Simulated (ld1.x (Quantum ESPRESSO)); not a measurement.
**u(r) = r·R(r): atom against pseudo-atom (N)**

Columns: radius, all-electron u(r) and pseudo u(r) of the 2s shell (level -18.88 eV) of nitrogen in the configuration [He] 2s1 2p4; BLYP, scalar-relativistic, TM scheme, ld1.x (Quantum ESPRESSO) 7.5.

| r (bohr) | all-electron | pseudo |
| --- | --- | --- |
| 0.113 | 0.3904 | -0.0831 |
| 0.225 | 0.2397 | -0.1760 |
| 0.338 | -0.0534 | -0.2909 |
| 0.450 | -0.3364 | -0.4305 |
| 0.563 | -0.5651 | -0.5868 |
| 0.675 | -0.7264 | -0.7282 |
| 0.788 | -0.8288 | -0.8288 |
| 0.900 | -0.8809 | -0.8809 |
| 1.013 | -0.8955 | -0.8955 |
| 1.125 | -0.8825 | -0.8825 |
| 1.238 | -0.8504 | -0.8504 |
| 1.350 | -0.8063 | -0.8063 |
| 1.463 | -0.7545 | -0.7545 |
| 1.575 | -0.6996 | -0.6996 |
| 1.688 | -0.6432 | -0.6432 |
| 1.800 | -0.5881 | -0.5881 |
| 1.913 | -0.5346 | -0.5346 |
| 2.025 | -0.4843 | -0.4843 |
| 2.138 | -0.4368 | -0.4368 |
| 2.250 | -0.3932 | -0.3932 |
| 2.363 | -0.3528 | -0.3528 |
| 2.475 | -0.3161 | -0.3161 |
| 2.588 | -0.2824 | -0.2824 |
| 2.700 | -0.2522 | -0.2522 |
| 2.813 | -0.2247 | -0.2247 |
| 2.925 | -0.2001 | -0.2001 |

Question: How many radial nodes do the two functions have?

Answer: The all-electron 2s function has n − l − 1 = 1; the pseudo-wave has 0, since the states of the same l below it are removed with the core.

Question: At about which radius was the pseudo-wave matched?

Answer: 0.85 bohr, where the columns begin to agree (steps of 0.11 bohr).

Question: Is the pseudo-wave norm-conserving?

Answer: Yes: the TM scheme keeps the norm inside the radius equal to the all-electron one, which fixes the energy derivative of the logarithmic derivative at the level.
